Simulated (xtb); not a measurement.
Si(Cl)(F)2(SeH) (ClF2HSeSi), SMILES F[Si](F)(Cl)[SeH]. All values are semi-empirical tight-binding results from xtb (GFN2-xTB unless named), good for trends rather than for accurate numbers. Geometry optimised at GFN2-xTB. This is a generated structure with no PubChem entry under its InChIKey; it may be hypothetical. Other conformers were not sampled.

The geometry has at least one imaginary mode, so it is a saddle point at that level.

Computed properties:
```yaml
orbital_gap: 4.58 eV
static polarisability (D4 model): 79.2 bohr³
solvation energy, GFN2-xTB/ALPB(water): -0.3 kcal/mol
solvation energy, GFN2-xTB/ALPB(chcl3): -2.7 kcal/mol
```
